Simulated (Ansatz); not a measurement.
```yaml
atoms:
  - { symbol: C, position_ang: [1.0182, 0.0000, 0.0000] }
  - { symbol: C, position_ang: [0.0000, 1.0182, 0.0000] }
  - { symbol: C, position_ang: [-1.0182, 0.0000, 0.0000] }
  - { symbol: C, position_ang: [0.0000, -1.0182, 0.0000] }
  - { symbol: F, position_ang: [2.3582, 0.0000, 0.0000] }
  - { symbol: F, position_ang: [0.0000, 2.3582, 0.0000] }
  - { symbol: F, position_ang: [-2.3582, 0.0000, 0.0000] }
  - { symbol: F, position_ang: [0.0000, -2.3582, 0.0000] }
```

Basis set: def2-SVP. Charge 0. Computed with Ansatz (development build ahead of 0.2.0); the lowest solution found for each multiplicity.

(1) How do the multiplicities compare at this shape? Give, from the lowest of each method, PBE0 (unrestricted) for 1, 3; PBE0 (restricted) for 1, 3; HF (unrestricted) for 1, 3; HF (restricted) for 1, 3.

Results:

(1)

```tsv
method	multiplicity	E (eV)	<S²>
PBE0, unrestricted	1	0.000	1.06
PBE0, unrestricted	3	0.214	2.00
PBE0, restricted	1	0.920	0.00
PBE0, restricted	3	0.000	2.00
HF, unrestricted	1	0.000	1.24
HF, unrestricted	3	1.081	2.02
HF, restricted	1	1.528	0.00
HF, restricted	3	0.000	2.00
```

Caution for PBE0, unrestricted, HF, unrestricted: the unrestricted determinant is a mixture of spin states. Caution for PBE0, restricted, HF, restricted: an unrestricted determinant lies well below.
